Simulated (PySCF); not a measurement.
O2S2, neutral, multiplicity 1. Atoms are numbered in the order given.

```xyz
4

O      0.0000    -1.5554    -0.9221
S      0.0000    -1.0132     0.4610
S      0.0000     1.0132     0.4610
O      0.0000     1.5554    -0.9221
```

Geometry: PBE0-D3(BJ)/def2-SVP. The values are those of a single conformer.

These are PySCF with SMD-ωB97X/6-31G* values and carry that method's errors.

Solvation free energies are E(SMD) − E(gas) at the gas-phase geometry, for 1 M in both phases. In vacuum the dipole moment is 3.83 D.

```csv
solvent,ΔG(solv) (kcal/mol),its non-electrostatic (CDS) part,dipole (D)
water,-7.4,-0.6,4.93
methanol,-6.0,0.6,4.89
"N,N-dimethylformamide",-8.0,-3.9,4.49
```
